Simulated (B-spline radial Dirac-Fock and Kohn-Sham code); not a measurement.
## Eu²⁺ 4f7/2: cross section and angular parameters

System: europium as Eu²⁺ in the configuration [Xe] 4f7; threshold 22.92 eV (orbital energy of the model). Model: Dirac-Hartree-Slater photoionisation with a Latter tail; cross sections with all multipoles, angular parameters from the dipole term and its interference with E2. Program: an atomic code on a B-spline grid.

Input of the calculation (task.json; shells as n, l, electrons):

```json
{"items": [{
  "Z": 63,
  "q": 2,
  "cfg": [[1, 0, 2], [2, 0, 2], [2, 1, 6], [3, 0, 2], [3, 1, 6], [3, 2, 10], [4, 0, 2], [4, 1, 6], [4, 2, 10], [4, 3, 7], [5, 0, 2], [5, 1, 6]],
  "A": 153,
  "rrms": 5.1115,
  "do": "xps",
  "hv": [52.2, 60, 65.3, 76.1, 83.6, 100, 112.0, 114.0, 122.0, 137.0, 149.0, 150, 159.0, 327.0, 341.0, 400, 564.0, 600, 1090.0, 1990.0, 2230.0, 3080.0, 3210.0, 4000, 5414.7, 7740.0, 8580.0, 10500.0, 12100.0, 15000]
}]}
```

Launch: `python xray2_run.py task.json out`

For linearly polarised light dσ/dΩ = σ/(4π) [1 + β P₂(cos θ) + (δ + γ cos²θ) sin θ cos φ], with θ from the polarisation vector and φ the angle between the beam and the projection of the electron momentum on the plane normal to the polarisation.

```tsv
hν (eV)	σ (kb)	β	γ	δ
52.2	2900	0.582	0.008	0.009
60	3180	0.499	0.007	0.010
65.3	3310	0.461	0.006	0.011
76.1	3440	0.413	0.005	0.012
83.6	3420	0.395	0.005	0.013
100	3230	0.382	0.006	0.015
112	?	?	?	?
114	3000	0.388	0.007	0.016
122	2870	0.396	0.008	0.017
137	2640	0.417	0.009	0.018
149	2460	0.437	0.010	0.019
150	2450	0.439	0.010	0.019
159	2320	0.456	0.010	0.020
327	745	0.753	0.031	0.033
341	681	0.772	0.033	0.034
400	471	0.843	0.046	0.038
564	193	0.970	0.096	0.050
600	162	0.988	0.109	0.053
1090	25.6	1.072	0.304	0.085
1990	3.07	0.994	0.601	0.138
2230	2.01	0.966	0.662	0.152
3080	0.578	0.874	0.837	0.201
3210	0.491	0.862	0.859	0.209
4000	0.202	0.795	0.976	0.253
5414.7	0.0573	0.704	1.136	0.329
7740	0.0121	0.600	1.314	0.445
8580	0.00764	0.571	1.358	0.484
10500	0.00306	0.517	1.429	0.569
12100	0.00159	0.482	1.469	0.635
15000	0.000587	0.435	1.521	0.746
```

Task: Give the values at 112 eV.

Result: σ = 3040 kb, β = 0.386, γ = 0.007, δ = 0.016.
